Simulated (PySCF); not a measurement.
Geometry (Å), atoms numbered from 1 in this order:
```xyz
20

C     2.164   -0.120    0.023
C     0.884   -0.336   -0.777
C    -0.419   -0.010   -0.024
C    -0.595   -0.879    1.222
C    -0.465    1.465    0.395
F    -0.197    2.291   -0.670
C    -1.584   -0.271   -0.991
F    -2.793   -0.062   -0.373
H     3.019   -0.402   -0.586
H     2.282    0.924    0.299
H     2.176   -0.728    0.924
H     0.839   -1.380   -1.098
H     0.926    0.286   -1.674
H     0.149   -0.635    1.975
H    -1.581   -0.719    1.652
H    -0.498   -1.931    0.962
H    -1.462    1.730    0.759
H     0.280    1.686    1.164
H    -1.544    0.410   -1.847
H    -1.585   -1.309   -1.337
```

Geometry: GFN2-xTB; GIAO shifts from PySCF, gas phase, non-relativistic, averaged over equivalent atoms.

At PBE0/ANO-RCC-VDZP (172 basis functions, 43 s wall time on 1 thread of an Arm Neoverse V2, shared host):
```csv
atoms,δ (ppm)
C5/C7,85.9
C3,44.1
C2,26.2
C4,14.9
C1,6.7
F6/F8,-262.0
H18/H19,4.48
H17/H20,4.30
H12/H13,1.22
H9/H10/H11,0.94
H14/H15/H16,0.84
```

Scale: TMS for ¹³C (190.39 ppm), ¹H (31.76 ppm); ¹⁹F (179.08 ppm) against CFCl3 (reference shieldings calculated alike).

Question: Predict the values at PW91/def2-SVP on the same geometry.

Answer: 
```tsv
atoms	δ at PW91/def2-SVP	change
C5/C7	85.0	-0.9
C3	43.5	-0.6
C2	28.0	+1.8
C4	17.0	+2.1
C1	7.1	+0.4
F6/F8	-246.6	+15.4
H18/H19	4.58	+0.10
H17/H20	4.36	+0.06
H12/H13	1.17	-0.05
H9/H10/H11	0.87	-0.07
H14/H15/H16	0.73	-0.11
```

Shifts are taken against calculated references (same method and geometry level): ¹³C (σref 191.33) and ¹H (σref 31.69) vs TMS; ¹⁹F (σref 178.92) against CFCl3.

The largest change is at F6/F8 (fluorine on an sp3 carbon). Cost: 172 basis functions, 30 s wall time on 1 thread of an Arm Neoverse V2, shared host. The order of the carbon signals is the same at both levels.

Unscaled 19F shifts against computed CFCl3 carry errors that often reach 10 to 50 ppm.
